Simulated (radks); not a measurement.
The numbers below are computed, except where a source is named.
Ionisation of the lanthanum ion La2+, [Xe] 5d1, to La3+, [Xe], under several functionals. Scalar-relativistic Kohn-Sham, spin-polarised, spherical densities, finite nucleus; open shells are filled with parallel spins first (spin-orbit coupling, left out, can overturn this in heavy ions); a radial shooting solver on a logarithmic mesh with Libxc functionals. The NIST Atomic Spectra Database gives 19.177 eV (measured). Rank these functionals by the error of their Delta-SCF ionisation energy: SCAN; BP86; exchange-only LDA; r2SCAN; OLYP; SOGGA; MS2 meta-GGA.

Answer. From best to worst: BP86 19.155 eV (-0.022); OLYP 19.072 eV (-0.105); SOGGA 19.015 eV (-0.162); MS2 meta-GGA 18.784 eV (-0.394); r2SCAN 18.672 eV (-0.505); SCAN 18.632 eV (-0.546); exchange-only LDA 18.089 eV (-1.089). Open shells are spherical and high-spin; term and fine-structure splittings are not resolved. Spin-orbit splitting is averaged out at the scalar-relativistic level.
